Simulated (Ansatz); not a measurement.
`[CH3][W]([CH3])([CH3])([CH3])([CH3])[CH3]`, charge 0, multiplicity 1.

Give a relaxed structure at PBE0-D4/def2-TZVP (the Gaussian-basis code of Ansatz). (Estimate.)

Computed: 
```xyz
25

C    -1.151    1.658    0.963
W    -0.195    0.024   -0.007
C    -1.526   -1.449    0.755
C     1.442    1.063    0.985
C     1.128   -1.580    0.640
C    -1.226    0.272   -1.850
C     1.398    0.029   -1.491
H    -0.941    1.781    2.026
H    -2.225    1.458    0.840
H    -0.925    2.598    0.451
H    -2.525   -1.083    0.479
H    -1.475   -1.490    1.847
H    -1.407   -2.460    0.363
H     2.448    0.712    0.769
H     1.384    2.134    0.766
H     1.251    0.934    2.059
H     0.910   -2.418   -0.035
H     2.196   -1.378    0.605
H     0.859   -1.893    1.653
H    -2.263    0.488   -1.556
H    -1.228   -0.661   -2.422
H    -0.875    1.076   -2.498
H     2.400   -0.200   -1.136
H     1.399    1.046   -1.904
H     1.145   -0.657   -2.305
```
Point group C3.
This is one stationary point; other conformers may exist.
